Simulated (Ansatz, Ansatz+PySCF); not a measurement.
```xyz
2

Al    0.0000    0.0000    0.0000
Al    0.0000    0.0000    2.7010
```

Basis set: def2-SVP (spherical functions). Left uncorrelated: 10 orbitals. Correlation on ROHF uses semicanonical orbitals with singles. Charge 0, multiplicity 3.

Computed with Ansatz (development build ahead of 0.2.0); each method stands on the lowest determinant of its kind that the runs found.

Q: Give the atomization energy at this shape (free ground-state atoms in the same class of orbitals less the molecule, no zero-point energy) of triplet Al₂ by UHF-CCSDT(Q), UHF-CCSD(T), ROHF-MP2, UHF-MP2, ROHF.

A:

```csv
method,atomization energy
UHF-CCSDT(Q),125.0 kJ/mol
UHF-CCSD(T),122.1 kJ/mol
ROHF-MP2,119.2 kJ/mol
UHF-MP2,115.2 kJ/mol
ROHF,72.4 kJ/mol
```

Caution for UHF-CCSDT(Q), UHF-CCSD(T), ROHF-MP2, UHF-MP2: a plain start can end on a higher determinant.
